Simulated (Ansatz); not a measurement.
Consider the ligand exchange at the Al–O bond: `[NH2][Al]([NH2])[O][SiH3]` + HCl → `[NH2][Al]([NH2])[Cl]` + `O[SiH3]`.

Isolated molecules relaxed with PBE0-D4/def2-TZVP in Ansatz; ΔE leaves out vibrations. CCSD(T)/CBS is the MP2 limit (def2-TZVPP, def2-QZVPP) plus CCSD(T) − MP2 in def2-TZVPP, frozen cores. This one scheme is used for every species. Functionals use def2-TZVPP. B3LYP here is the variant with VWN-RPA as its local correlation; programs differ in this. HSE06 is defined as in plane-wave codes. Each species was taken in one conformer, which may not be the lowest.

```
             level  ΔE (kJ/mol)  difference from CCSD(T)/CBS
         revPBE-D4        -14.1                         -6.7
           BLYP-D4         -4.4                          3.0
            B97M-V         -8.9                         -1.5
          B3LYP-D4         -4.5                          2.9
          HSE06-D4        -13.8                         -6.4
          BHLYP-D4         -3.3                          4.1
              PBE0        -15.3                         -7.9
             B3LYP         -7.3                          0.1
             BHLYP         -6.0                          1.4
         CAM-B3LYP         -4.6                          2.8
           LC-ωPBE        -11.2                         -3.8
       HF/def2-SVP         -5.6                          1.8
     CCSD/def2-SVP         -2.0                          5.4
     HF/def2-TZVPP         -6.5                          0.9
   CCSD/def2-TZVPP         -3.4                          4.0
CCSD(T)/def2-TZVPP         -4.4                          3.0
       CCSD(T)/CBS         -7.4                            0
```

Largest T1 diagnostic among the species: 0.011.

At CCSD(T), def2-SVP lies +4.9 kJ/mol from the extrapolated value and def2-TZVPP +3.0 kJ/mol. Leaving LDA and LC-ωPBE aside and taking each functional with its dispersion term where it has one, the values, not all of them listed here, spread over 11.7 kJ/mol, from PBE-D4 to CAM-B3LYP-D4. LDA lies +4.7 kJ/mol from PBE without D4.
